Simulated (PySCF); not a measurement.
# C₆ coefficients of unlike pairs at PBE

Calculated with PySCF 2.14 from the dipole response of each species, C₆(A,B) = (3/π) ∫ α_A(iu) α_B(iu) du, in atomic units, from isotropic polarisabilities. For ions this is the dispersion term alone; charge-induced terms of lower order in 1/R come first.

```
species           configuration                                        basis      relativity  α (bohr³)  C₆ (like pair)
   Cu²⁺           [Ar] 3d9 (2D)  aug-cc-pVQZ-PP with ECP10MDF (7s7p6d4f3g2h)  core potential      3.152           8.532
      P       [Ne] 3s2 3p3 (4S)                   aug-cc-pV(T+d)Z (6s5p4d2f)            none      27.32           204.9
     Te  [Kr] 4d10 5s2 5p4 (3P)              aug-cc-pwCVTZ-DK3 (10s9p7d4f1g)   spin-free X2C      40.96           455.7
    Ta⁺  [Xe] 4f14 5d3 6s1 (5F)  aug-cc-pwCVTZ-PP with ECP60MDF (8s8p7d4f3g)  core potential      41.08           353.6
```

Problem. Estimate C₆ for Ta⁺ with Te.

Solution. The integral gives 399.4. The combination rule 2 C_A C_B / (C_A α_B/α_A + C_B α_A/α_B) gives 398.0 and the geometric mean 401.4.

No spin-orbit coupling is included.

The other pairs:

```json
{"pair": "Ta⁺, Cu²⁺", "C₆": "46.31"}
{"pair": "Te, P", "C₆": "305.1"}
{"pair": "Ta⁺, P", "C₆": "267.4"}
{"pair": "Te, Cu²⁺", "C₆": "54.18"}
{"pair": "P, Cu²⁺", "C₆": "35.45"}
```
